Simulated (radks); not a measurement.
Neutral strontium, configuration [Kr] 5s2.

Method: scalar-relativistic Kohn-Sham, PBE, spin-polarised, spherical densities, finite nucleus; Fermi nuclear charge, rms radius 4.224 fm; hard spherical wall at 20 bohr; computed with a radial shooting solver on a logarithmic mesh with Libxc functionals.

Energy parts (hartree):
total: -3179.46127
kinetic: 3260.41762
electron-nucleus: -7657.02964
Hartree: 1322.07001
exchange-correlation: -104.91926

Orbitals (lengths in bohr, moments of r in powers of bohr):
\begin{tabular}{lrrrrr}
orbital & occ. & eigenvalue (hartree) & <r> & <1/r> & <r^2> \\ \hline
1s & 2 & -585.6759 & 0.03916 & 38.99 & 0.002067 \\
2s & 2 & -79.30467 & 0.1725 & 8.703 & 0.03507 \\
2p & 6 & -70.46662 & 0.1504 & 8.497 & 0.02766 \\
3s & 2 & -12.26595 & 0.4921 & 2.917 & 0.2779 \\
3p & 6 & -9.41349 & 0.4985 & 2.762 & 0.2901 \\
3d & 10 & -4.70449 & 0.4983 & 2.507 & 0.3028 \\
4s & 2 & -1.50303 & 1.357 & 0.9896 & 2.094 \\
4p & 6 & -0.83870 & 1.567 & 0.8474 & 2.834 \\
5s & 2 & -0.12958 & 4.333 & 0.2924 & 21.40 \\
5p & 0 & -0.04718 & 5.906 & 0.2125 & 40.13 \\
4d & 0 & -0.04709 & 3.534 & 0.4015 & 16.27 \\
6s & 0 & 0.00049 & 10.65 & 0.1182 & 124.6 \\
\end{tabular}

The highest occupied level is 5s at -3.526 eV. The electron density at the nucleus is 6.198e+04 e/bohr^3 (large components only). The pressure on the wall is 0.00000115 GPa. The density falls to 0.001 e/bohr^3 at r = 5.26 bohr. Summed over all electrons, <r^2> = 69.56 bohr^2, which gives a Langevin (diamagnetic) susceptibility term of -55.1 x 10^-6 cm^3/mol.
